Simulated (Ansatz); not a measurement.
Task: Name a neutral molecule of C, Cl, N, O, Si and H with LUMO energy (B3LYP/def2-TZVPP) between -0.95 and -0.65 eV and HOMO–LUMO gap (PBE/def2-TZVPP) between 3.90 and 4.20 eV (Ansatz, PBE0-D4/def2-TZVP geometry).

Result: `NC(=O)[SiH2]CCl` (-0.80 eV, 4.17 eV). Other molecules can fit too; these were computed, each in one conformer that needn't be the lowest.

B3LYP here is the variant with VWN-RPA as its local correlation; programs differ in this.
